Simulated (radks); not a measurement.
The numbers below are computed, except where a source is named.
Sn XVII, 34 electrons, occupied as [Ar] 3d10 4s2 4p4.

Code: a radial shooting solver on a logarithmic mesh with Libxc functionals. Model: non-relativistic Kohn-Sham, PBE, spin-polarised, spherical densities, point nucleus; open shells are filled with parallel spins first (spin-orbit coupling, left out, can overturn this in heavy ions); relativity is left out, which matters for an element this heavy.

Energy parts (hartree):
total: -5927.81505
kinetic: 5926.09775
electron-nucleus: -13582.27287
Hartree: 1874.99859
exchange-correlation: -146.63852

Orbitals (lengths in bohr, moments of r in powers of bohr; <r^-3> diverges for s and p1/2; r(max) is where P^2 peaks):
1s up: occ. 1; eigenvalue (hartree) -1042.841; r(max) 0.02014
1s down: occ. 1; eigenvalue (hartree) -1042.814; r(max) 0.02014
2s up: occ. 1; eigenvalue (hartree) -166.4903; r(max) 0.1115
2s down: occ. 1; eigenvalue (hartree) -166.4748; r(max) 0.1115
2p up: occ. 3; eigenvalue (hartree) -156.7458; r(max) 0.08731; <r^-3> 4061
2p down: occ. 3; eigenvalue (hartree) -156.7201; r(max) 0.08732; <r^-3> 4061
3s up: occ. 1; eigenvalue (hartree) -43.35753; r(max) 0.3187
3s down: occ. 1; eigenvalue (hartree) -43.32892; r(max) 0.3188
3p up: occ. 3; eigenvalue (hartree) -39.34774; r(max) 0.3050; <r^-3> 752.9
3p down: occ. 3; eigenvalue (hartree) -39.31497; r(max) 0.3050; <r^-3> 753.0
3d up: occ. 5; eigenvalue (hartree) -31.95835; r(max) 0.2494; <r^-3> 121.0
3d down: occ. 5; eigenvalue (hartree) -31.92618; r(max) 0.2495; <r^-3> 121.1
4s up: occ. 1; eigenvalue (hartree) -17.11019; r(max) 0.7314
4s down: occ. 1; eigenvalue (hartree) -16.93546; r(max) 0.7305
4p up: occ. 3; eigenvalue (hartree) -15.62428; r(max) 0.7440; <r^-3> 185.5
4p down: occ. 1; eigenvalue (hartree) -15.45196; r(max) 0.7433; <r^-3> 185.5

The highest occupied level is 4p down at -420.47 eV. Summed over all electrons, <r^2> = 6.404 bohr^2, which gives a Langevin (diamagnetic) susceptibility term of -5.07 x 10^-6 cm^3/mol. The electron density at the nucleus is 8.808e+04 e/bohr^3. The spin density at the nucleus is -1.177 e/bohr^3 (1s -1.246, 2s 0.219, 3s 0.111, 4s -0.261). Virial ratio -V/T = 2.00029. For comparison, the ionisation energy in NIST's Atomic Spectra Database is 437 eV (theoretical). In exact Kohn-Sham theory the highest level is minus the ionisation energy, but local and semilocal functionals leave it too shallow, through self-interaction and a potential that decays too fast; potentials with the right tail come closer. The density falls to 0.001 e/bohr^3 at r = 1.78 bohr. Spin moment in Bohr magnetons: 2.
